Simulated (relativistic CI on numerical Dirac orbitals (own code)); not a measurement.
Calculated at this level of theory: Dirac-Coulomb-Breit CI, KLI orbitals optimised for each configuration, model QED (radiative potential, 1s self-energy scaled to tabulated hydrogen-like ionisation energies), unscaled Slater integrals (own radial code, finite nucleus).

The strongest absorption lines from the ground level of an ion, among the configurations computed and to levels below about 6460 eV (vacuum wavelength in Å, gf): 2.1608 (0.41), 2.2024 (0.94), 2.2046 (1.1), 2.2051 (1), 2.2132 (1.2), 2.2163 (0.54), 2.2171 (0.39), 2.3644 (2.2).

(1) Which ion is it?
A. Ba XLVIII
B. Gd LVIII
C. Te XLVI
D. Ba L

Results:

(1) D. Ba L has 7 electrons and the ground level 2s²2p³ ²P°3/2; the strongest line goes to 2s²2p²3d ²D5/2. The pattern of lines fixes the number of electrons, and along that sequence the line energies rise steadily with the charge (about as its square where n changes within one kind of shell, about linearly where n is kept but much faster in heavy ions where fine structure, which grows about as Z⁴, sets the gap, and irregularly where shells cross), which fixes Z. Configurations outside the model, such as inner-shell arrays, can give stronger lines. At this charge energies of transitions that change n are usually good to better than 1 %, and those within a shell (Δn = 0) to a few per cent.

LS names give the leading component of a level, which can be under half, so a name can repeat, a term be missing and a line seem to break the LS rules.
